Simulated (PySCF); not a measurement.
Delta-SCF ions had no search for a lower state. Excitations are Tamm–Dancoff values on a coarser integration grid. The basis has no diffuse functions, so Rydberg states are missing or too high.

## CH4BN, SMILES `CB=N` (charge 0, multiplicity 1)

All values below come from PBE-D3(BJ)/def2-TZVP // PBE0-D3(BJ)/def2-TZVP (PySCF).

The HOMO is -6.67 eV. The dipole moment is 0.75 D, the HOMO–LUMO gap is 6.74 eV and the LUMO is 0.07 eV. The S1 excitation (TDA) comes out as 6.82 eV and the S1 oscillator strength comes out as 0.024. The T1 excitation (TDA) is 6.17 eV and the S1–T1 gap (TDA) is 0.65 eV. The vertical ionisation energy (Delta-SCF) is 10.57 eV. The total energy comes out as -120.0183 Ha. The cost comes out as around 50 core-seconds (rough).

Bond lengths (Å): C1–B2 1.534, C1–H4 1.092, C1–H5 1.092, C1–H6 1.092, B2–N3 1.237, N3–H7 0.990. Angles (°): B2–C1–H4 110.9, B2–C1–H5 110.9, B2–C1–H6 110.9, H4–C1–H5 108.0, H4–C1–H6 108.0, H5–C1–H6 108.0, C1–B2–N3 180.0, B2–N3–H7 179.7.
